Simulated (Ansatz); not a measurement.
Cost and result for the atomization energy of C₃H₇AlCl₂ (`C[CH](C)[Al]([Cl])[Cl]`) (13 atoms, 12 bonds).

Z-matrix (Å, degrees):
```
C
C 1 1.530
H 1 1.094 2 112.6
H 1 1.094 2 111.5 3 121.1
H 1 1.096 2 110.5 3 -119.9
C 2 1.530 1 110.8 3 175.4
Al 2 1.951 1 111.0 3 -61.0
H 2 1.097 1 108.7 3 56.0
H 6 1.096 2 110.5 1 -55.5
H 6 1.094 2 111.5 1 63.5
H 6 1.094 2 112.6 1 -175.4
Cl 7 2.092 2 123.4 1 119.1
Cl 7 2.094 2 119.8 1 -61.2
```

Total charge 0; spin multiplicity 1. The geometry is a stationary point of PBE0-D4/def2-TZVP. It is one conformer, not always the lowest. Program: Ansatz. All runs use 4 threads of an Arm Neoverse V2 on a shared host. Times are those of one run each, without the atoms' runs, and a repeat can differ threefold. Electronic energies, without spin–orbit coupling; frozen cores. CCSD(T)/CBS adds CCSD(T) − MP2 in def2-TZVPP to the MP2 limit, and its time is that of the two runs behind it. T1 = 0.009.

CCSD(T)/CBS is a level of theory with its own doubt, some kJ/mol a heavy atom from the limit and from the frozen cores, so smaller differences don't rank the functionals.

| level | functions | wall time | atomization (kcal/mol) | difference from CCSD(T)/CBS | per bond |
| --- | --- | --- | --- | --- | --- |
| LDA (SPW92)/def2-TZVPP | 317 | 2.4 s | 1315.5 | 144.9 | 12.1 |
| revPBE-D4/def2-TZVPP | 317 | 3.9 s | 1160.4 | -10.2 | -0.9 |
| BLYP-D4/def2-TZVPP | 317 | 3.9 s | 1155.4 | -15.2 | -1.3 |
| BHLYP-D4/def2-TZVPP | 317 | 7 s | 1143.3 | -27.3 | -2.3 |
| CAM-B3LYP-D4/def2-TZVPP | 317 | 7.5 s | 1169.2 | -1.4 | -0.1 |
| r2SCANh-D4/def2-TZVPP | 317 | 11 s | 1171.6 | 1.0 | 0.1 |
| PBE-QIDH/def2-TZVPP | 317 | 11 s | 1170.5 | -0.1 | 0.0 |
| CCSD(T)/def2-SVP | 131 | 13 s | 1118.9 | -51.7 | -4.3 |
| ωB97X-V/def2-TZVPP | 317 | 15 s | 1172.0 | 1.4 | 0.1 |
| B97M-V/def2-TZVPP | 317 | 16 s | 1177.4 | 6.8 | 0.6 |
| MP2/def2-QZVPP | 591 | 48 s | 1178.6 | 8.0 | 0.7 |
| CCSD(T)/def2-TZVPP | 317 | 20 min | 1143.2 | -27.4 | -2.3 |
| CCSD(T)/CBS(def2) | – | 21 min | 1170.6 | 0.0 | 0.0 |

The D4 term adds +12.2 kcal/mol with B3LYP and +6.6 kcal/mol with PBE0; it sums over pairs of atoms, weighted by their polarisabilities, and B3LYP, whose exchange is more repulsive, gets the larger term. From PBE to PBE0 (25 % exact exchange), in def2-TZVPP and without D4, the atomization energy moves by −9.1 kcal/mol: exact exchange takes away binding that semilocal exchange gives to molecules. At CCSD(T), def2-SVP lies −51.8 kcal/mol from the extrapolated value and def2-TZVPP −27.5 kcal/mol: correlation converges slowly with the basis, and small sets miss more of it in the bonded molecule than in its fragments.

B3LYP here is the variant with VWN-RPA as its local correlation; programs differ in this.
